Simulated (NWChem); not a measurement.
System: GeH₄O₂; SMILES [OH][GeH2][OH]

The following NWChem deck was run.

```
start job
memory heap 200 mb stack 900 mb global 1100 mb
geometry units angstroms noautoz
  Ge     0.000000     0.000000     0.300590
  O     -1.455899    -0.055189    -0.714983
  O      1.455899     0.055189    -0.714983
  H     -0.081081    -1.295376     1.118910
  H      0.081081     1.295376     1.118910
  H     -1.563975     0.737331    -1.252033
  H      1.563975    -0.737331    -1.252033
end
basis spherical
  * library def2-tzvp
end
dft
  xc pbe0
  iterations 200
end
task dft gradient
```

Parts of the log:

```
             Northwest Computational Chemistry Package (NWChem) 7.3.0
             --------------------------------------------------------

 C2  symmetry detected

                             Geometry "geometry" -> ""
                             -------------------------

 Output coordinates in angstroms (scale by  1.889725989 to convert to a.u.)

  No.       Tag          Charge          X              Y              Z
 ---- ---------------- ---------- -------------- -------------- --------------
    1 Ge                  32.0000     0.00000000     0.00000000     0.34072642
    2 O                    8.0000    -1.45623668    -0.04541425    -0.67484658
    3 O                    8.0000     1.45623668     0.04541425    -0.67484658
    4 H                    1.0000    -0.08977508    -1.29480251     1.15904642
    5 H                    1.0000     0.08977508     1.29480251     1.15904642
    6 H                    1.0000    -1.55899003     0.74781341    -1.21189658
    7 H                    1.0000     1.55899003    -0.74781341    -1.21189658

 Effective nuclear repulsion energy (a.u.)     219.6636674780

      Symmetry information
      --------------------

 Group name             C2
 Group number              4
 Group order               2
 No. of unique centers     4

                                 NWChem DFT Module
                                 -----------------

 Summary of "ao basis" -> "ao basis" (spherical)
 ------------------------------------------------------------------------------
       Tag                 Description            Shells   Functions and Types
 ---------------- ------------------------------  ------  ---------------------
 Ge                        def2-tzvp                16       48   6s5p4d1f
 O                         def2-tzvp                11       31   5s3p2d1f
 H                         def2-tzvp                 4        6   3s1p

      Symmetry analysis of basis
      --------------------------

        a          69
        b          65

            General Information
            -------------------
          SCF calculation type: DFT
          Wavefunction type:  closed shell.
          No. of atoms     :     7
          No. of electrons :    52
           Alpha electrons :    26
            Beta electrons :    26
          Charge           :     0
          Spin multiplicity:     1
          Use of symmetry is: on ; symmetry adaption is: on
          Maximum number of iterations: 200
          AO basis - number of functions:   134
                     number of shells:    54
          Convergence on energy requested:  1.00D-06
          Convergence on density requested:  1.00D-05
          Convergence on gradient requested:  5.00D-04

              XC Information
              --------------
                         PBE0 Method XC Functional
                     Hartree-Fock (Exact) Exchange  0.250
          PerdewBurkeErnzerhof Exchange Functional  0.750
            Perdew 1991 LDA Correlation Functional  1.000 local
           PerdewBurkeErnz. Correlation Functional  1.000 non-local

             Grid Information
             ----------------
          Grid used for XC integration:  medium
          Radial quadrature: Mura-Knowles
          Angular quadrature: Lebedev.
          Tag              B.-S. Rad. Rad. Pts. Rad. Cut. Ang. Pts.
          ---              ---------- --------- --------- ---------
          Ge                  1.25      112           8.0       590
          O                   0.60       49          10.0       434
          H                   0.35       45          10.0       434
          Grid pruning is: on
          Number of quadrature shells:   251
          Spatial weights used:  Erf1

      Superposition of Atomic Density Guess
      -------------------------------------

 Sum of atomic energies:       -2226.87391365

      Non-variational initial energy
      ------------------------------

 Total energy =   -2227.602708
 1-e energy   =   -3540.761116
 2-e energy   =    1093.494741
 HOMO         =      -0.388815
 LUMO         =       0.027892

      Symmetry analysis of molecular orbitals - initial
      -------------------------------------------------

  Numbering of irreducible representations:

     1 a           2 b

  Orbital symmetries:

     1 a           2 a           3 b           4 a           5 b
     6 a           7 b           8 a           9 b          10 b
    11 a          12 b          13 a          14 b          15 a
    16 a          17 a          18 b          19 a          20 b
    21 a          22 b          23 a          24 b          25 a
    26 b          27 a          28 b          29 a          30 b
    31 a          32 b          33 b          34 a          35 a
    36 b

[...]

                         DFT ENERGY GRADIENTS

    atom               coordinates                        gradient
                 x          y          z           x          y          z
   1 Ge      0.000000   0.000000   0.643880    0.000000   0.000000  -0.000944
   2 O      -2.751888  -0.085820  -1.275275   -0.000013  -0.002963   0.001811
   3 O       2.751888   0.085820  -1.275275    0.000013   0.002963   0.001811
   4 H      -0.169650  -2.446822   2.190280   -0.000192  -0.000238   0.000476
   5 H       0.169650   2.446822   2.190280    0.000192   0.000238   0.000476
   6 H      -2.946064   1.413162  -2.290152   -0.000396   0.002815  -0.001816
   7 H       2.946064  -1.413162  -2.290152    0.000396  -0.002815  -0.001816
```

Level: PBE0/def2-TZVP. All runs use the structure optimised with PBE0/def2-SVP.
